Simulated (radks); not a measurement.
Results of a calculation; reference values are marked as such.
The barium ion Ba+, 55 electrons, occupied as [Xe] 6s1 (the NIST ground configuration).

Code: a radial shooting solver on a logarithmic mesh with Libxc functionals. Model: scalar-relativistic Kohn-Sham, LDA (Slater exchange, Perdew-Wang correlation), spin-polarised, spherical densities, finite nucleus; open shells are filled with parallel spins first (spin-orbit coupling, left out, can overturn this in heavy ions); Fermi nuclear charge, rms radius 4.8378 fm.

Energy parts (eV):
total: -221195.39
kinetic: 233431.15
electron-nucleus: -535058.46
Hartree: 85630.21
exchange-correlation: -5198.29

Orbitals (lengths in bohr, moments of r in powers of bohr; r(max) is where P^2 peaks):
orbital  occ.  eigenvalue (eV)   r(max)   <1/r>
1s up       1        -37222.86  0.01644   60.64
1s down     1        -37222.85  0.01644   60.64
2s up       1        -5889.515  0.09297   13.95
2s down     1        -5889.509  0.09297   13.95
2p up       3        -5284.974  0.07464   13.27
2p down     3        -5284.968  0.07464   13.27
3s up       1        -1247.278   0.2667   5.035
3s down     1        -1247.270   0.2667   5.035
3p up       3        -1053.395   0.2608   4.780
3p down     3        -1053.386   0.2608   4.780
3d up       5        -770.8876   0.2150   4.533
3d down     5        -770.8794   0.2150   4.533
4s up       1        -249.0193   0.6249   2.086
4s down     1        -249.0021   0.6249   2.086
4p up       3        -186.4019   0.6535   1.921
4p down     3        -186.3828   0.6535   1.921
4d up       5         -95.4353   0.6953   1.655
4d down     5         -95.4108   0.6953   1.655
5s up       1         -39.5448    1.466  0.8089
5s down     1         -39.4804    1.466  0.8097
5p up       3         -24.5201    1.667  0.6820
5p down     3         -24.4089    1.666  0.6848
5d up       0          -7.4147    2.445  0.4133
5d down     0          -6.9962    2.395  0.4236
6s up       1          -8.0631    3.819  0.2965
6s down     0          -7.4165    3.796  0.2955
6p up       0          -5.3177    4.714  0.2405
6p down     0          -4.7584    4.807  0.2316
7s up       0          -2.5952    8.501  0.1446
7s down     0          -2.4583    8.791  0.1393

The highest occupied level is 6s up at -8.063 eV. The electron density at the nucleus is 3.33e+05 e/bohr^3 (large components only). The density falls to 0.001 e/bohr^3 at r = 4.71 bohr.
